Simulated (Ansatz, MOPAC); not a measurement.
Spectroscopic constants of MgH, multiplicity 2 (the spin of the measured ground state).

Seven points along R, fitted to fifth degree in 1/R; most abundant isotopes. In def2 and cc sets the state is the lowest found near the PBE0 minimum, followed along R.

Correlated levels freeze the inner cores; with def2 sets outer-core shells near the valence are correlated too. The state that AM1 reach isn't checked.

The values were computed with Ansatz (a quantum-chemistry and plane-wave program) with Gaussian orbitals; MOPAC for AM1 (differences of heats of formation). Values without a source in brackets are computed.

Question: What bond length and harmonic frequency does AM1 give?

Answer: r_e = 1.729 Å, ω_e = 1812 cm⁻¹.

Question: What bond length and harmonic frequency does BHLYP/def2-TZVPP give, and what D_e (from each atom's lowest state at the same level)?

Answer: r_e = 1.730 Å, ω_e = 1500 cm⁻¹, D_e = 1.42 eV.

Question: What bond length and harmonic frequency does CCSD(T)/def2-QZVPP give, and what D_e (from each atom's lowest state at the same level)?

Answer: r_e = 1.721 Å, ω_e = 1525 cm⁻¹, D_e = 1.38 eV.

Measured for the ground state: r_e 1.7297 Å [Huber and Herzberg (1979), NIST Chemistry WebBook]. ω_e 1492.8 cm-1, ω_e x_e 29.847 cm-1, B_e 5.8255 cm-1, α_e 0.1773 cm-1 [Irikura, J. Phys. Chem. Ref. Data 36, 389 (2007)].
